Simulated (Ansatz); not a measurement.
# Redistribution: CHBrCl2 + CHBrI2 → CHCl2I + CHBr2I

Species: CHBrCl2 (bromodichloromethane) `ClC(Cl)Br`, singlet; CHBrI2 (bromodiiodomethane) `BrC(I)I`, singlet; CHCl2I (dichloroiodomethane) `ClC(Cl)I`, singlet; CHBr2I (dibromoiodomethane) `BrC(Br)I`, singlet. The partners trade Br for I; both sit on C, so the bond types are kept.

Shapes, held fixed at every level: PBE0-D4/def2-TZVP. Programs: Ansatz 0.2.0. The zero-point and thermal change to 298 K, harmonic and unscaled (PBE0-D4/def2-TZVP), is 0.0 kJ/mol.

```csv
level,kind,ΔH(298 K) (kJ/mol),less CCSD(T)/def2-TZVPP,CPU time (sum over the molecules)
HF/def2-SVP,Hartree–Fock,+3.7,+0.7,–
SPW92/def2-TZVPP,LDA,+1.5,-1.5,21 s
PBE-D4/def2-TZVPP,GGA,+1.5,-1.5,33 s
B3LYP-D4/def2-TZVPP,global hybrid,+1.6,-1.4,69 s
BHLYP-D4/def2-TZVPP,global hybrid,+3.0,0.0,54 s
wB97X-V/def2-TZVPP,range-separated hybrid,+2.6,-0.4,1.8 min
CCSD(T)/def2-SVP,coupled cluster or CI,+3.6,+0.6,81 s
CCSD(T)/def2-TZVPP,coupled cluster or CI,+3.0,0.0,24 min
```

The highest level, CCSD(T)/def2-TZVPP, gives ΔH(298 K) = +3.0 kJ/mol; the levels span +1.5 to +3.7. That is about zero within the method's error. The column of differences is taken from that level and isn't an error. No measured value is set beside it here. For atoms past krypton def2 sets carry core potentials with scalar relativity. Relativity is left out for Br. Outer-core shells of Br, I are correlated in most correlated rows, in sets that cover them unevenly. Times are processor times on shared x86 and Arm servers, and rough.
